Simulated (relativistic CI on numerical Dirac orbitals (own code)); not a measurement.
What each ingredient does to the levels of Se⁵⁺

Base calculation: Dirac-Coulomb-Breit CI, separate exchange-only KLI orbitals for each configuration, model QED (radiative potential, 1s self-energy scaled to tabulated hydrogen-like ionisation energies), valence Slater integrals scaled by 0.85, P86 correlation energy added to each configuration.

Configuration list (outside the closed core [Ar]): 3d¹⁰4s, 3d¹⁰4p, 3d¹⁰4d, 3d¹⁰4f, 3d¹⁰5s, 3d¹⁰5p, 3d⁹4s², 3d¹⁰5d, 3d¹⁰6s, 3d¹⁰6p, 3d¹⁰5f, 3d¹⁰5g, 3d¹⁰6d, 3d¹⁰7s, 3d⁹4s4p, 3d¹⁰7p, 3d¹⁰7d, 3d⁹4s4d. Double excitations out of closed p, d and f shells are left out; levels of such configurations are missing from the list, as are those of other unlisted configurations, and high levels can miss mixing partners.

Variants: (1) Slater integrals left unscaled; (2) valence Slater integrals scaled by 0.75; (3) QED terms removed; (4) configuration mixing switched off. Shifts of the energy above 3d¹⁰4s ²S1/2, in cm⁻¹, for the lowest level and the first level of each name with at least 55 % of one term (blank where a level changes its place among those of its configuration and J or its character, or is not in the variant):

| Level | Base | Δ(1) | Δ(2) | Δ(3) | Δ(4) | Measured |
| --- | --- | --- | --- | --- | --- | --- |
| 3d¹⁰4s ²S1/2 | 0 | 0 | 0 | 0 | 0 | 0 |
| 3d¹⁰4p ²P°1/2 | 111989 | -64 | +38 | +195 | -117 | 112762 |
| 3d¹⁰4p ²P°3/2 | 117451 | -65 | +38 | +182 | -129 | 118462 |
| 3d¹⁰4d ²D3/2 | 279012 | -25 | +14 | +191 | -264 | 282830 |
| 3d¹⁰4d ²D5/2 | 279658 | -26 | +15 | +189 | -262 | 283509 |
| 3d¹⁰5s ²S1/2 | 328125 | -49 | +29 | +120 | -232 | 333594 |
| 3d¹⁰5p ²P°1/2 | 369963 | -12 | +8 | +189 | -321 |  |
| 3d¹⁰5p ²P°3/2 | 371955 | -13 | +8 | +184 | -312 |  |
| 3d¹⁰4f ²F°7/2 | 405178 | -20 | +12 | +185 | -279 |  |
| 3d¹⁰4f ²F°5/2 | 405204 | -20 | +12 | +185 | -280 |  |
| 3d⁹4s² ²D5/2 | 416891 | -98 | +58 | -269 | -104 |  |
| 3d⁹4s² ²D3/2 | 423695 | -90 | +51 | -291 | -57 |  |
| 3d¹⁰5d ²D3/2 | 437226 | +45 | -26 | +184 | -454 |  |
| 3d¹⁰5d ²D5/2 | 437462 | +29 | -16 | +185 | -411 |  |
| 3d¹⁰6s ²S1/2 | 457632 | -29 | +18 | +157 | -270 |  |
| 3d¹⁰6p ²P°1/2 | 477824 | -7 | +4 | +187 | -331 |  |
| 3d¹⁰6p ²P°3/2 | 478804 | -8 | +5 | +185 | -324 |  |
| 3d¹⁰5f ²F°7/2 | 494850 | -30 | +18 | +185 | -252 |  |
| 3d¹⁰5f ²F°5/2 | 494860 | -39 | +22 | +184 | -241 |  |
| 3d¹⁰5g ²G7/2 | 497071 | -4 | +2 | +186 | -327 |  |
| 3d¹⁰5g ²G9/2 | 497074 | -4 | +2 | +186 | -327 |  |
| 3d⁹4s4p ⁴P°5/2 | 501784 | -3562 | +2358 | -70 | -331 |  |

At this charge configurations can still be misplaced by up to about 7 % of their energy. 5 of the 5 excited levels that our extract of the measured tables holds in this range could be paired (the sources list more); they are missed by 2984 cm⁻¹ on average and 5469 at most, and levels without a partner can miss by more.

Measured levels: Moore, Atomic Energy Levels, vol. II, NSRDS-NBS 35 (1971 reprint of NBS Circular 467, 1952).

Ionisation energy from the two ground configurations alone: base 81.18 eV; QED terms removed 81.21 eV. The NIST ASD value (measured) is 81.83 eV.

LS names give the leading component of a level, which can be under half, so a name can repeat, a term be missing and a line seem to break the LS rules.
